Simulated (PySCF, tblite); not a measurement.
Isomers of C3H9N3Si2, one GFN2-xTB conformer each. Single-point energies are computed at PBE0/pcSseg-1 (PySCF, gas phase, no added dispersion term), electronic only.

Question: Rank them by PBE0/pcSseg-1 energy, lowest first (kcal/mol).
A. `[N:1]#[C:2][C@@H:3]1[CH2:4][Si@@H:5]1[SiH:6]([NH2:7])[NH2:8]` with C4–Si5–Si6–N7 107°, Si5–Si6–N7–H -61° and 163°, Si5–Si6–N8–H 169° and -52°
B. `[N:1]#[C:2][C@@H:3]1[CH2:4][Si@H:5]1[SiH:6]([NH2:7])[NH2:8]` with C4–Si5–Si6–N7 -38°, Si5–Si6–N7–H -47° and 173°, Si5–Si6–N8–H 165° and -56°

Answer: A (0.0), B (3.1).

N#C[C@@H]1C[Si@@H]1[SiH](N)N and N#C[C@@H]1C[Si@H]1[SiH](N)N are stereoisomers, 3.1 kcal/mol apart in the conformers taken. GFN2-xTB itself gives, in the same order: 0.0, 2.4. Both levels put the same isomer lowest.

Which frontier levels, dipoles and rotational constants go with these structures?

| SMILES | HOMO (eV, PBE0/pcSseg-1) | LUMO (eV) | dipole (D) | A, B, C (MHz) |
| --- | --- | --- | --- | --- |
| N#C[C@@H]1C[Si@@H]1[SiH](N)N | -7.22 | -0.92 | 3.69 | 2165, 1062, 802.9 |
| N#C[C@@H]1C[Si@H]1[SiH](N)N | -7.16 | -0.99 | 7.05 | 3319, 672.9, 609.3 |

What happens when harmonic zero-point energies from GFN2-xTB frequencies are added?

| SMILES | ZPE (kcal/mol) | electronic (kcal/mol) | with ZPE (kcal/mol) |
| --- | --- | --- | --- |
| N#C[C@@H]1C[Si@@H]1[SiH](N)N | 75.3 | 0.0 | 0.0 |
| N#C[C@@H]1C[Si@H]1[SiH](N)N | 75.1 | 3.1 | 2.8 |

The zero-point energies span 0.2 kcal/mol. The order is unchanged.

As an exercise, what shares would exp(−E/RT) give at 2000 K from these electronic energies alone (no entropy, no degeneracies)?

RT = 3.974 kcal/mol: N#C[C@@H]1C[Si@@H]1[SiH](N)N 68.5 %, N#C[C@@H]1C[Si@H]1[SiH](N)N 31.5 %.
